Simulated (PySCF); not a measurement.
C₂H₃Cl₃, SMILES CC(Cl)(Cl)Cl. The structure is a stationary point at PBE-D3(BJ)/def2-SVP.

Computed equilibrium geometry at PBE-D3(BJ)/def2-SVP (PySCF confirms it by a frequency run) as bond lengths and angles, and its point group:
point group C3v.
Atoms: C1 C2 Cl3 Cl4 Cl5 H6 H7 H8. Bonds (Å): C1–C2 1.517, C1–H6 1.107, C1–H7 1.107, C1–H8 1.107, C2–Cl3 1.802, C2–Cl4 1.802, C2–Cl5 1.802. Bond angles (°): C2–C1–H6 109.4, C2–C1–H7 109.4, C2–C1–H8 109.4, H6–C1–H7 109.5, H6–C1–H8 109.5, H7–C1–H8 109.5, C1–C2–Cl3 110.0, C1–C2–Cl4 110.0, C1–C2–Cl5 110.0, Cl3–C2–Cl4 108.9, Cl3–C2–Cl5 108.9, Cl4–C2–Cl5 108.9.
